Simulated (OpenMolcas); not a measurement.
Tc4+ in a point-charge field

Tc4+ among 3 point charges of -2.5 e arranged as a planar triangle (D3h), 2.08 Å from the ion.

| Quantity | Value |
| --- | --- |
| Program | OpenMolcas 26.06 |
| Method | SS-CASPT2, IPEA 0.25 Eh, imaginary shift 0.1 Eh (closed shells correlated: 4s 4p) |
| Basis | ANO-RCC-VDZP [6s5p3d1f] |
| Scalar Hamiltonian | DKH2, point nucleus |
| Active space | 3 electrons in 5 orbitals (4d) |
| State averaging | 2S+1 = 4 even, 10 roots; 2S+1 = 2 even, 40 roots |
| Spin-orbit coupling | state interaction with AMFI integrals over the reference wave functions |

The lowest spin-free states (labels of D3, the rotations of D3h), above the lowest:

```tsv
State	Degeneracy	E (cm-1)	Free-ion L (%)
4A2	1	0	P (57)
4A1	1	5500	F (100)
4A2	1	5510	F (100)
4E	2	8650	F (85)
4E	2	9820	F (100)
2A2	1	12930	H (80)
2E	2	13380	H (72)
2E	2	14240	D (35)
2E	2	15500	G (51)
2A1	1	16490	G (90)
2E	2	19190	G (57)
2A1	1	20280	G (77)
2A2	1	20280	G (78)
2E	2	20470	P (47)
4A2	1	23380	F (57)
2E	2	24120	G (78)
2E	2	25520	D (50)
2A1	1	26070	H (72)
2A2	1	26100	H (72)
2E	2	27730	D (59)
```

The lowest levels with spin-orbit coupling:

```json
{"E (cm-1)": "0", "Degeneracy": "2", "Label": "E3/2", "2S+1": "4", "g": "0.00 0.00 5.96"}
{"E (cm-1)": "14", "Degeneracy": "2", "Label": "E1/2", "2S+1": "4", "g": "1.99 3.44 3.44"}
{"E (cm-1)": "3770", "Degeneracy": "2", "Label": "E3/2", "2S+1": "4", "g": "0.00 0.00 0.07"}
{"E (cm-1)": "4980", "Degeneracy": "2", "Label": "E1/2", "2S+1": "4", "g": "0.02 0.02 4.05"}
{"E (cm-1)": "6160", "Degeneracy": "2", "Label": "E1/2", "2S+1": "4", "g": "0.02 0.02 8.01"}
{"E (cm-1)": "7300", "Degeneracy": "2", "Label": "E3/2", "2S+1": "4", "g": "0.00 0.00 11.97"}
{"E (cm-1)": "7810", "Degeneracy": "2", "Label": "E1/2", "2S+1": "4", "g": "0.34 0.34 0.87"}
{"E (cm-1)": "8220", "Degeneracy": "2", "Label": "E1/2", "2S+1": "4", "g": "0.12 0.12 3.95"}
{"E (cm-1)": "8290", "Degeneracy": "2", "Label": "E3/2", "2S+1": "4", "g": "0.00 0.00 3.29"}
{"E (cm-1)": "8920", "Degeneracy": "2", "Label": "E1/2", "2S+1": "4", "g": "0.00 0.00 7.49"}
{"E (cm-1)": "9530", "Degeneracy": "2", "Label": "E1/2", "2S+1": "4", "g": "0.17 0.17 1.03"}
{"E (cm-1)": "10300", "Degeneracy": "2", "Label": "E3/2", "2S+1": "4", "g": "0.00 0.00 2.68"}
{"E (cm-1)": "10840", "Degeneracy": "2", "Label": "E1/2", "2S+1": "4", "g": "0.01 0.01 6.37"}
{"E (cm-1)": "11140", "Degeneracy": "2", "Label": "E1/2", "2S+1": "4", "g": "0.01 0.01 9.92"}
{"E (cm-1)": "12360", "Degeneracy": "2", "Label": "E1/2", "2S+1": "2", "g": "1.07 3.78 3.78"}
{"E (cm-1)": "13400", "Degeneracy": "2", "Label": "E3/2", "2S+1": "2", "g": "0.00 0.00 2.78"}
{"E (cm-1)": "13710", "Degeneracy": "2", "Label": "E3/2", "2S+1": "2", "g": "0.00 0.00 3.77"}
{"E (cm-1)": "13780", "Degeneracy": "2", "Label": "E1/2", "2S+1": "2", "g": "0.91 5.54 5.54"}
{"E (cm-1)": "14570", "Degeneracy": "2", "Label": "E1/2", "2S+1": "2", "g": "0.00 0.00 5.96"}
{"E (cm-1)": "15680", "Degeneracy": "2", "Label": "E1/2", "2S+1": "2", "g": "0.65 2.60 2.60"}
```

Electric-dipole absorption from the lowest level at this geometry, strongest bands:

| E (cm-1) | λ (nm) | Label | f |
| --- | --- | --- | --- |
| 3770 | 2650 | E3/2 | 4.21e-06 |
| 7300 | 1370 | E3/2 | 8.43e-06 |
| 7810 | 1280 | E1/2 | 4.59e-06 |
| 9530 | 1050 | E1/2 | 5.42e-06 |
| 11140 | 898 | E1/2 | 1.23e-05 |

Powder χT (cm3 K/mol): 1.22 at 2 K, 1.5 at 10 K, 1.57 at 50 K, 1.57 at 100 K, 1.57 at 200 K, 1.59 at 300 K. The effective moment at 300 K is 2.828 √(χT) = 3.56 μB.

The lowest level has 2S+1 = 4, for which the spin-only value is χT = S(S+1) / 2 = 1.875 cm3 K/mol (g = 2). The computed 1.585 at 300 K differs by -0.290, through orbital momentum, spin-orbit coupling and any other state in reach.

Roots that are degenerate in the reference are averaged as groups; the widest CASPT2 spread within a group is 180 cm-1 (the 2-fold group of multiplicity 4 near 9820 cm-1 above the lowest state of its run). Shifts and gaps below about the spread of the groups concerned are not significant. Free-ion shares, where given, are those of the reference states; single-state CASPT2 does not remix them. This is an electrostatic model: the charges have no orbitals. No measured value stands beside these numbers.

The CASPT2 steps took 5 s on 1 thread of Arm Neoverse V1, with other jobs on the host; the integral step is not counted.
